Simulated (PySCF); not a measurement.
## EuH: energy against distance

Set-up: PySCF, spin-free X2C with a Gaussian nucleus, basis sets Eu x2c-SVPall, H x2c-SVPall. Energies in eV from Eu (4f7 6s2) + H in their ground configurations at the same level. State: nonet, about 7.0 electrons in the 4f shell (Mulliken).

```json
{"R (Å)": "1.901", "UHF-CCSD": "-1.496"}
{"R (Å)": "1.985", "UHF-CCSD": "-1.609"}
{"R (Å)": "2.049", "UHF-CCSD": "-1.651"}
{"R (Å)": "2.112", "UHF-CCSD": "-1.664"}
{"R (Å)": "2.175", "UHF-CCSD": "-1.653"}
{"R (Å)": "2.260", "UHF-CCSD": "-1.607"}
{"R (Å)": "2.365", "UHF-CCSD": "-1.512"}
{"R (Å)": "2.492", "UHF-CCSD": "-1.363"}
```

Question: Put a parabola through the three lowest points of the UHF-CCSD curve and estimate Re, k and ωe (reduced mass 1.001 u; 1 eV/Å² = 0.16022 mdyn/Å; ωe = 1302.8·√(k/μ) cm⁻¹).

Answer: Through R = 2.049, 2.112, 2.175 Å the second-order coefficient is 3.02 eV/Å², so Re ≈ 2.115 Å, k ≈ 0.969 mdyn/Å and ωe ≈ 1282 cm⁻¹. A polynomial fit of higher order to the unrounded UHF-CCSD energies gives Re = 2.111 Å, k = 0.977 mdyn/Å, ωe = 1287 cm⁻¹; anharmonicity and rounding make the difference.

The higher-order fit for each curve: UHF-CCSD: Re = 2.111 Å, ωe = 1287 cm⁻¹, De = 1.66 eV.

Correlated steps freeze 18 core orbitals. Correlated levels converge slowly with the basis: in double zeta they bind strong bonds too weakly, by up to about 1 eV, and carry superposition errors of some tenths. Spin–orbit coupling is left out, which matters for elements this heavy, above all for dissociation energies. With d or f electrons several states lie close, and the lowest PBE0 determinant need not be the measured ground state.
